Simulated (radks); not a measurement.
The numbers below are computed, except where a source is named.
Initial-state core-level shifts of the chromium ion Cr+ when its valence configuration changes from [Ar] 3d5. Level of theory: scalar-relativistic Kohn-Sham, PBE, spin-polarised, spherical densities, point nucleus; open shells are filled with parallel spins first (a radial shooting solver on a logarithmic mesh with Libxc functionals). Shifts are changes of the shell-averaged eigenvalues in eV (positive: less bound).

valence           2s       2p       3s       3p
3d4 4p1       -7.158   -7.092   -6.562   -6.370
3d3 4s2      -13.523  -13.375  -11.736  -11.314
3d4 4s1       -5.917   -5.849   -5.248   -5.058
3d4.5 4s0.5   -2.753   -2.721   -2.477   -2.389
3d3.5 4s1.5   -9.529   -9.424   -8.385   -8.088
3d3 4p2      -15.852  -15.697  -14.048  -13.599
3d2 4s2 4p1  -23.802  -23.554  -20.121  -19.404
3d1 4s2 4p2  -35.186  -34.827  -28.848  -27.818
3d4.5 4p0.5   -3.366   -3.336   -3.136   -3.050
